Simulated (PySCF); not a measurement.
## Ionisation energy of Kr⁺ by level of theory

Kr⁺ [Ar] 3d10 4s2 4p5 (2P) → Kr²⁺ [Ar] 3d10 4s2 4p4 (3P), as a difference of total energies. Calculation: PySCF 2.14, in cc-pVTZ-PP with ECP10MDF (5s4p3d1f, 39 functions); scalar relativity through the core potential. Correlated levels: valence: 3s2 3p6 3d10 frozen. The calculations carry no spin-orbit coupling.

```tsv
method	ionisation energy (eV)	difference from reference (eV)
UHF	23.269	-1.091
M06-2X	24.139	-0.221
r2SCAN	24.425	+0.065
MP2 (valence)	24.089	-0.271
SCS-MP2 (valence)	24.086	-0.274
CCSD (valence)	24.092	-0.268
CCSD(T) (valence)	24.120	-0.240
```

Reference: 24.360 eV (measured; NIST Atomic Spectra Database, ionization energies).

The reference lies between the lowest fine-structure levels, while these numbers refer to the centres of the terms.

Errors of the correlated levels include the incompleteness of this basis and the frozen core.
